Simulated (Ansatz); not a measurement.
Molecule: sum formula NbO2Cl, charge 0, multiplicity 1. 
Structure (B3LYP-D3(BJ)/def2-TZVP (Ansatz, an electronic-structure program) minimum search):
SMILES: [O]=[Nb]([Cl])=[O]
```xyz
4

Nb     0.2552     0.0114     0.3311
O      1.6675    -0.7496    -0.2726
O     -0.4929    -1.0963     1.4042
Cl    -1.1682     0.8412    -1.3312
```
Charge 0, spin multiplicity 1.

Basis-set convergence of Hartree-Fock and CCSD(T) correlation energies (hartree) with Ansatz. Correlated levels leave the core frozen unless marked. No spin-orbit coupling. Frozen are the shells of the preceding noble gas and the d and f shells that filled before the atom's block. Past Kr the def2 sets carry scalar-relativistic core potentials.

The T1 diagnostic of CCSD in the largest basis is 0.030, which is high, so the coupled-cluster rows are less sure than usual.

```tsv
basis	functions	E(HF)	E(corr, CCSD(T))	rough core time
def2-SVP	77	-665.41215	-0.71965	under 20 s
def2-TZVPP	160	?	?	26 s
```

Problem. Fill in the missing entries.

Solution. 
- def2-TZVPP, E(HF): -665.78362
- def2-TZVPP, E(corr, CCSD(T)): -0.90903
